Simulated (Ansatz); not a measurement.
Consider the atomization: `C[CH2][AlH][SH]` → Al• + 2 C• + 7 H• + S•.

Calculated with Ansatz (gas phase, PBE0-D4/def2-TZVP geometries, no zero-point term in ΔE). CCSD(T)/CBS is the MP2 limit (def2-TZVPP, def2-QZVPP) plus CCSD(T) − MP2 in def2-TZVPP, frozen cores. This one scheme is used for every species, atoms too. DFT in def2-TZVPP. HSE06 is defined as in plane-wave codes. Open shells (•) are unrestricted, without spin–orbit coupling. Spin–orbit coupling would lower the free atoms: a little for Al, C, S. Each species was taken in one conformer, which may not be the lowest.

| level | ΔE (kJ/mol) | difference from CCSD(T)/CBS |
| --- | --- | --- |
| B97M-V | 3838.5 | 31.7 |
| HSE06-D4 | 3805.0 | -1.8 |
| BHLYP-D4 | 3727.6 | -79.2 |
| PBE-QIDH | 3784.4 | -22.4 |
| r2SCAN | 3811.5 | 4.7 |
| HSE06 | 3788.3 | -18.5 |
| LC-ωPBE | 3779.2 | -27.6 |
| HF/def2-TZVPP | 2873.0 | -933.8 |
| MP2/def2-TZVPP | 3738.9 | -67.9 |
| MP2/def2-QZVPP | 3791.5 | -15.3 |
| CCSD(T)/CBS | 3806.8 | 0 |

**Question.** What do rigid-rotor, harmonic-oscillator terms from PBE0-D4/def2-TZVP frequencies (298.15 K, 1 bar) make of the CCSD(T)/CBS value? (Estimate.)

**Answer.** Computed: ΔZPE = -212.6 kJ/mol, ΔH = +3641.2 kJ/mol, ΔS = 1110 J/(mol·K), ΔG = +3310.4 kJ/mol. Open shells count their whole term as degenerate.

Largest T1 diagnostic among the species: 0.018.

The D4 term adds +33.6 kJ/mol with B3LYP and +17.8 kJ/mol with PBE0; it sums over pairs of atoms, weighted by their polarisabilities, and B3LYP, whose exchange is more repulsive, gets the larger term. From r2SCAN to r2SCAN0 (25 % exact exchange), in def2-TZVPP and without D4, ΔE moves by −34.3 kJ/mol: exact exchange takes away binding that semilocal exchange gives to molecules. In def2-TZVPP, CCSD(T) changes the Hartree–Fock value by +844.2 kJ/mol (the triples alone add +44.3 kJ/mol) and MP2 by +865.9 kJ/mol; breaking electron pairs costs correlation energy, which Hartree–Fock lacks.

B3LYP here is the variant with VWN-RPA as its local correlation; programs differ in this.

For atomizations the MP2-based limit and the directly extrapolated one differ by several kJ/mol either way, and by 10 to 25 for some Ge, Se and Sn compounds, so smaller differences from it don't rank the levels.
